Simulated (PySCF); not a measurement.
## Where the electron goes

Species: C₈H₈ClP.
Cartesian coordinates in Å at the PBE0-D3(BJ)/def2-SVP level; atoms count from 1:
```
atom  x, y, z in Å
Cl1   -0.080   -1.254    2.696
C2     0.853   -0.657    1.352
P3     2.568   -0.509    1.658
C4     3.086    0.088    0.116
C5     2.260    0.328   -0.975
C6     0.883    0.118   -0.949
C7     0.172   -0.350    0.164
C8    -1.305   -0.544    0.094
C9    -2.235    0.496    0.657
C10   -2.179    0.258   -0.822
H11    4.159    0.282    0.011
H12    2.706    0.696   -1.904
H13    0.311    0.321   -1.857
H14   -1.612   -1.580    0.274
H15   -1.784    1.414    1.041
H16   -3.105    0.150    1.220
H17   -1.718    1.033   -1.439
H18   -3.016   -0.253   -1.303
```

Computed, not measured: TDDFT CAM-B3LYP/def2-SVPD, vertical, gas phase, core orbitals frozen in the response in PySCF.

Frontier orbitals with the atoms that hold most of them (Löwdin shares over 4%, at most four atoms; ? is withheld):

```csv
orbital,ε (eV),atoms
LUMO+2,1.30,"Cl1 24%, C5 12%, H12 9%, H13 8%"
LUMO+1,0.02,"C7 18%, C4 18%, C5 17%, C2 15%"
LUMO,-0.67,?
HOMO,-8.18,"P3 25%, C2 19%, Cl1 16%, C6 14%"
HOMO-1,-8.57,?
HOMO-2,-9.35,"P3 57%, C2 12%, C4 10%, C5 4%"
HOMO-3,-9.92,"Cl1 47%, C8 12%, C9 8%, C2 6%"
```

Which atoms hold the HOMO-1, and with what shares?

C4 (bonded to C, P and H) 20%; C7 (bonded to 3 C) 18%; C2 (bonded to C, Cl and P) 10%; C5 (bonded to 2 C and H) 9%.

Which atoms hold the LUMO, and with what shares?

P3 (bonded to 2 C) 34%; C6 (bonded to 2 C and H) 16%; C2 (bonded to C, Cl and P) 16%; C4 (bonded to C, P and H) 14%. By element: carbon 46% or more, phosphorus 34%.

How does S1 compare with the orbital gap of 7.51 eV?

S1 is at 4.56 eV (f = 0.0069), 2.96 eV below the gap, made of HOMO-1→LUMO (42%), HOMO→LUMO+1 (29%), HOMO→LUMO (22%). Its leading pair isn't HOMO and LUMO; the energies of that pair differ by 7.89 eV. 

One configuration dominates each of S3 and S5. Which, and how do the shares of the two leading atoms of either orbital change from the occupied to the empty one?

- S3 (5.19 eV, f 0.019), HOMO-2→LUMO (96%): P3 57% → 34%, C2 12% → 16%, C6 at most 4% → 16%
- S5 (5.86 eV, f 0.029), HOMO-2→LUMO+1 (83%): P3 57% → at most 16%, C2 12% → 15%, C7 at most 4% → 18%, C4 10% → 18%

One conformer stands for the species.
